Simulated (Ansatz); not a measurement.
Harmonic frequencies (cm⁻¹) at PBE0-D4/def2-TZVP from Ansatz: 125, 210, 290, 479, 591, 623, 764, 901, 932, 938, 1074, 1128, 1340, 1359, 2242, 2253, 2264, 3046.

Question: Which molecule is it?
A. `FC[SiH2]F`
B. `FC(F)[SiH3]`
C. `C[SiH](F)F`
D. `[CH]1=[CH][GeH2]1`

Answer: B.
